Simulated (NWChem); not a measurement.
System: HfHSOF; SMILES [OH][Hf]([F])=[S]

Input file for NWChem:

```
start job
memory heap 200 mb stack 900 mb global 1100 mb
geometry units angstroms noautoz
  Hf     0.048727    -0.041359    -0.518611
  S      0.230411     2.079947     0.136429
  F      1.427888    -1.133919     0.250606
  O     -1.718438    -0.705375    -0.142858
  H     -2.546615    -0.451148     0.271844
end
basis spherical
  * library def2-svp
end
ecp
  Hf library def2-ecp
end
dft
  xc xpbe96 cpbe96
  iterations 150
  vectors input atomic output neutral.movecs
end
task dft energy
charge 1
dft
  odft
  mult 2
  vectors input atomic output cation.movecs
end
task dft energy
```

The geometry was optimised at PBE0/def2-SVP. def2 effective core potentials on Hf; no spin-orbit coupling.

Ions are spin-unrestricted doublets at the neutral geometry; other ion states weren't tried.

Problem. Give the results of this calculation. (PBE/def2-SVP with def2 effective core potentials on Hf, vertical spin-unrestricted ions.) Quantities: vertical ionisation energy, ΔSCF (eV); −ε(HOMO) (eV).

Solution. The vertical ionisation energy, ΔSCF (eV) is 8.95 and the −ε(HOMO) (eV) comes out as 5.65.
